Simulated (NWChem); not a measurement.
System: C3H6OSi; SMILES C=C1C[SiH2]O1

```xyz
11

C      0.1536     2.2154     0.0000
C      0.0203     0.8901     0.0000
C     -1.2224     0.0073     0.0000
Si     0.0576    -1.3739     0.0000
O      1.0789     0.0007     0.0000
H     -0.7300     2.8540     0.0000
H      1.1447     2.6726     0.0000
H     -1.8509     0.1192     0.8958
H     -1.8509     0.1192    -0.8958
H      0.2087    -2.2175     1.2183
H      0.2087    -2.2175    -1.2183
```
Atoms are numbered in this order, from 1.

STO-3G and 3-21G are far too small for this property and stand as cheap habits. Structure relaxed at the PBE0/def2-SVP level.

Q: Give the principal values of the shielding tensors (ppm) of C1, C2, C3, Si4, O5 from Hartree-Fock/STO-3G, GIAO (NWChem), with their diamagnetic and paramagnetic parts as GIAO splits them.

A: 
```
atom    σ11    σ22    σ33  isotropic  diamagnetic  paramagnetic
----  -----  -----  -----  ---------  -----------  ------------
C1     47.0  179.9  222.4      149.8        254.6        -104.8
C2      9.6  125.8  155.0       96.8        256.7        -159.9
C3    201.5  213.7  252.3      222.5        247.3         -24.8
Si4   500.0  542.9  643.6      562.2        866.9        -304.7
O5    245.2  352.5  465.4      354.4        377.3         -22.9
```
